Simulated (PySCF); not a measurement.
A structure optimised at PBE0-D3(BJ)/def2-SVP, used in a PySCF frequency run:

```
C
H 1 1.1007
H 1 1.1007 2 106.41
C 1 1.5207 2 108.90 3 -117.24
O 4 1.2038 1 127.71 2 57.82
C 4 1.4828 5 126.60 1 180.00
F 6 1.3161 4 120.74 5 0.00
C 6 1.3391 7 127.26 4 180.00
H 8 1.0918 6 124.77 7 0.00
C 8 1.4995 9 123.84 6 180.00
H 10 1.1030 8 110.76 9 58.58
H 10 1.1030 11 105.88 8 120.12
```

Q: Write its SMILES, formula and point group.

A: O=C1CCC=C1F, C5H5FO, Cs

Q: What are its rotational constants (standard atomic weights)?

A: 3.8166, 3.0671, 1.7371 GHz
